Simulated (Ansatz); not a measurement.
Molecule: PbCl2 (charge 0, triplet). This is an excited triplet: at this geometry the singlet lies 1.35 eV lower at RI-MP2/CBS(def2-TZVPPD,def2-QZVPPD)+[CCSD(T)-MP2]/def2-TZVPPD. 
Geometry from a B3LYP-D3(BJ)/def2-TZVP (Ansatz, an electronic-structure program) optimisation:
```xyz
3

Pb    -0.0087     0.0105     0.6883
Cl     0.8830     1.0019    -1.6648
Cl    -0.8410    -1.0525    -1.6552
```
Charge 0, spin multiplicity 3.

Basis-set convergence of Hartree-Fock and CCSD correlation energies (hartree) with Ansatz. Cores are frozen in the correlated levels unless marked. UHF or UKS for open shells. No spin-orbit coupling. Frozen are the shells of the preceding noble gas and the d and f shells that filled before the atom's block. In def2 rows, elements after Kr have scalar-relativistic effective core potentials. The program attaches cautions to a run behind CCSD/def2-SVP: other roots.

```csv
basis,functions,E(HF),"E(corr, CCSD)"
def2-SVP,62,-1110.55728,-0.33608
def2-TZVPP,134,___,___
```

Problem. Some entries are withheld; supply them.

Solution. 
- def2-TZVPP, E(HF): -1110.87445
- def2-TZVPP, E(corr, CCSD): -0.47004
